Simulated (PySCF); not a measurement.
All values below come from PBE-D3(BJ)/def2-TZVP // B3LYP-D3(BJ)/def2-TZVP run with PySCF. Isolated molecules, 0 K electronic values unless said otherwise. One relaxed conformer stands for a flexible species; it need not be the lowest. Excitations are Tamm–Dancoff values on a coarser integration grid. The basis has no diffuse functions, so Rydberg states are missing or too high.

Reference species (SMILES): `[NH2][In]([NH2])[SH]` (neutral, multiplicity 1).

| Quantity | Value |
|---|---|
| LUMO | -1.94 eV |
| S1 oscillator strength | 0.011 |
| HOMO–LUMO gap | 3.84 eV |
| T1 excitation (TDA) | 3.63 eV |

After one change: the LUMO falls by 0.78 eV; the S1 oscillator strength falls by 0.011; the HOMO–LUMO gap drops by 0.17 eV; the T1 excitation (TDA) falls by 0.12 eV.

Question: What was changed between the two runs? The new species is one of these.
(A) `[NH2][In]([NH2])[NH2]`
(B) `[SH][In]([SH])[SH]`
(C) `[NH2][In]([SH])[SH]`

Answer: B, `[SH][In]([SH])[SH]`
